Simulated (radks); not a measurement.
Neutral manganese, configuration [Ar] 3d5 4s2.

All-electron calculation, Dirac Kohn-Sham, PBE, spin-unpolarised, spherical densities, finite nucleus; open shells are shared between the two j in proportion to 2j + 1; Fermi nuclear charge, rms radius 3.7057 fm. Program: a radial shooting solver on a logarithmic mesh with Libxc functionals.

Energy parts (eV):
| part | energy |
|---|---|
| total | -31519.283 |
| kinetic | 31923.004 |
| electron-nucleus | -75300.353 |
| Hartree | 13271.803 |
| exchange-correlation | -1413.738 |

Orbitals (lengths in bohr, moments of r in powers of bohr; r(max) is where P^2 peaks):
orbital	occ.	eigenvalue (eV)	r(max)	<r>
1s1/2	2	-6428.198	0.03987	0.06090
2s1/2	2	-743.7431	0.2325	0.2792
2p1/2	2	-636.9714	0.1867	0.2451
2p3/2	4	-626.5415	0.1891	0.2480
3s1/2	2	-85.8606	0.7361	0.8514
3p1/2	2	-55.4320	0.7474	0.8981
3p3/2	4	-54.1616	0.7544	0.9072
3d3/2	2	-6.8424	0.7605	1.219
3d5/2	3	-6.7245	0.7631	1.226
4s1/2	2	-5.1067	2.513	3.094

The highest occupied level is 4s1/2 at -5.107 eV. The density falls to 0.001 e/bohr^3 at r = 4.54 bohr. Summed over all electrons, <r^2> = 40.53 bohr^2, which gives a Langevin (diamagnetic) susceptibility term of -32.1 x 10^-6 cm^3/mol. For comparison, the ionisation energy in NIST's Atomic Spectra Database is 7.434 eV (measured). In exact Kohn-Sham theory the highest level is minus the ionisation energy, but local and semilocal functionals leave it too shallow, through self-interaction and a potential that decays too fast; potentials with the right tail come closer. The electron density at the nucleus is 1.317e+04 e/bohr^3.

Beside tabulated values, note that spin-unpolarised runs miss the spin-polarisation part of the exchange energy of open shells.
